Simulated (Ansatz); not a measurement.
`F[SiH2]C[SiH](F)F` + `B[NH][GeH3]` → `BN[SiH2]F` + `F[SiH](F)[CH2][GeH3]`  (redistribution)

Program: Ansatz. Geometries: PBE0-D4/def2-TZVP. ΔE: electronic, gas phase. CBS: MP2 limit from def2 TZ/QZ plus the TZ coupled-cluster correction, frozen cores. DFT in def2-TZVPP. B3LYP here is the variant with VWN-RPA as its local correlation; programs differ in this. For Ge outer-core shells are correlated without core-valence functions, which leaves a few kJ/mol of doubt a bond. Scalar relativity is left out up to krypton. Each species was taken in one conformer, which may not be the lowest.

`F[SiH2]C[SiH](F)F`:

```xyz
11

F    -0.315   -2.868    0.341
Si   -0.540   -1.323    0.699
C     0.391   -0.297   -0.546
Si    0.305    1.534   -0.369
F    -1.212    2.004   -0.440
F     0.857    1.957    1.060
H    -1.995   -1.055    0.629
H    -0.022   -1.100    2.068
H     1.448   -0.587   -0.507
H     0.023   -0.553   -1.546
H     1.061    2.288   -1.388
```

`B[NH][GeH3]`:

```xyz
9

B    -1.030   -1.200    0.176
N     0.212   -0.586    0.309
Ge    0.657    1.121   -0.260
H    -1.925   -0.601   -0.353
H    -1.186   -2.315    0.589
H     0.951   -1.108    0.757
H     1.115    1.952    0.951
H    -0.604    1.708   -0.897
H     1.810    1.029   -1.274
```

`BN[SiH2]F`:

```xyz
9

B    -1.022    0.946    0.688
N     0.158    0.191    0.612
Si    0.684   -0.714   -0.761
F     0.360   -2.267   -0.570
H    -1.735    0.995   -0.273
H    -1.293    1.527    1.698
H     0.741    0.164    1.438
H     2.156   -0.612   -0.887
H    -0.049   -0.232   -1.946
```

`F[SiH](F)[CH2][GeH3]`:

Cartesian coordinates in Å:
```
F -1.658 -1.524 1.891
Si -1.032 -1.098 0.492
F -2.234 -0.538 -0.388
C 0.232 0.213 0.717
Ge 0.940 0.963 -0.958
H -0.523 -2.321 -0.162
H 1.071 -0.201 1.284
H -0.188 1.033 1.307
H 2.157 1.846 -0.639
H -0.142 1.803 -1.650
H 1.377 -0.177 -1.893
```

```json
{"level": "PBE-D4", "ΔE (kJ/mol)": "-35.5", "difference from CCSD(T)/CBS": "6.5"}
{"level": "r2SCAN-D4", "ΔE (kJ/mol)": "-38.2", "difference from CCSD(T)/CBS": "3.8"}
{"level": "PBE0-D4", "ΔE (kJ/mol)": "-37.8", "difference from CCSD(T)/CBS": "4.2"}
{"level": "B3LYP-D4", "ΔE (kJ/mol)": "-38.4", "difference from CCSD(T)/CBS": "3.6"}
{"level": "ωB97X-V", "ΔE (kJ/mol)": "-37.6", "difference from CCSD(T)/CBS": "4.4"}
{"level": "PBE", "ΔE (kJ/mol)": "-35.7", "difference from CCSD(T)/CBS": "6.3"}
{"level": "r2SCAN", "ΔE (kJ/mol)": "-38.2", "difference from CCSD(T)/CBS": "3.8"}
{"level": "MP2/def2-TZVPP", "ΔE (kJ/mol)": "-41.1", "difference from CCSD(T)/CBS": "0.9"}
{"level": "HF/def2-QZVPP", "ΔE (kJ/mol)": "-41.5", "difference from CCSD(T)/CBS": "0.5"}
{"level": "MP2/CBS(def2)", "ΔE (kJ/mol)": "-43.5", "difference from CCSD(T)/CBS": "-1.5"}
{"level": "CCSD(T)/CBS", "ΔE (kJ/mol)": "-42.0", "difference from CCSD(T)/CBS": "0"}
```

Largest T1 diagnostic among the species: 0.013.
